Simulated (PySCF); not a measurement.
Molecule: `Cn1cc(N)cn1`, C₄H₇N₃.

Bonds (- single, = double, # triple, : aromatic): C1-N2, N2:C3, C3:C4, C4-N5, C4:C6, C6:N7, N7:N2. C1 carries H8, H9, H10; C3 carries H11; N5 carries H12, H13; C6 carries H14.

Frames of a GFN2-xTB Langevin trajectory at 200 K; GIAO PBE0/pcSseg-1 shieldings in PySCF 2.14, gas phase, non-relativistic; equivalent atoms averaged within each frame.

δ = σ(ref) − σ, references computed at the same level: 13C (σ = 186.93 ppm), 1H (σ = 31.72 ppm) against TMS; 15N (σ = 267.73 ppm) vs NH3. The references are static minima.

Problem. How do the shifts (ppm) fluctuate along the trajectory?

Solution. 
```
         time (fs)     C4     C6     C3    C1     N7     N2    N5   H11   H14  H8/H9/H10
               250  136.8  128.7  117.6  36.3  347.2  209.0  46.6  7.80  7.18       3.17
               425  137.1  135.8  114.1  38.6  351.3  215.6  46.9  6.02  7.48       3.17
               625  138.8  134.0  126.1  41.8  349.7  216.1  56.6  7.00  7.00       4.25
               800  136.9  121.4  119.2  35.2  350.7  211.0  52.9  6.80  6.54       3.80
              1000  139.8  129.4  114.6  35.7  374.9  215.0  51.2  6.83  7.07       3.92
    mean of frames  137.9  129.9  118.3  37.5  354.8  213.3  50.8  6.89  7.05       3.66
standard deviation    1.3    5.6    4.8   2.7   11.4    3.1   4.2  0.64  0.34       0.48
```

5 frames give an uncertainty of the mean of about the standard deviation over 2.2 at best, since frames this close in time may not be independent; classical motion lacks zero-point vibration, and the reference would need the same averaging.
